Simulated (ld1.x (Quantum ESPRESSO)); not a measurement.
# As: excitation energies, all-electron against TM

```
Element                 : arsenic (As)
Generator               : ld1.x (Quantum ESPRESSO) 7.5
Type                    : norm-conserving Troullier–Martins (Kleinman–Bylander form)
Functional              : PBE
Relativity              : scalar-relativistic
Frozen core             : [Ar]
Valence charge          : 15
Reference configuration : 3d10 4s2 4p3
Partial waves           : 4s (bound): rc 1.25 bohr; 4p (bound): rc 1.55 bohr; 3d (bound): rc 0.60 bohr
Local potential         : all-electron potential smoothed inside 0.96 bohr (lloc = -1)
Core correction         : a·sin(br)/r model core inside 0.35 bohr
```

Energies are relative to the spin-unpolarised reference configuration 3d10 4s2 4p3; without spin polarisation the order of configurations can differ from experiment.

```tsv
valence configuration	charge	ΔE all-electron (eV)	error AE − PS (meV)
3d10 4s2 4p1	+2	27.067	+8.1
3d10 4s2 4p0	+3	54.770	-14
3d10 4s2 4p2.5	+0.5	3.555	+0.3
3d10 4s1 4p3	+1	19.256	+13
3d9 4s2 4p3	+1	50.830	-251
3d10 4s2 4p3.3	-0.3	-1.234	+0.4
```

What are ΔE and the potential's error for 3d10 4s2 4p2?

ΔE = 9.149 eV all-electron; the error (AE − PS) is +2.3 meV.

Levels in the configuration 3d10 4s2 4p0:

```csv
level,all-electron (eV),pseudo (eV)
3d,-74.916,-74.605
4s,-44.430,-44.437
```

A Bessel basis up to 400 Ry misses an occupied level by 0.03 Ry, so cutoffs were not judged. Note: ghost state, extra bound levels that the all-electron valence spectrum of the same l lacks: s at -110.7 eV (other channels not judged).
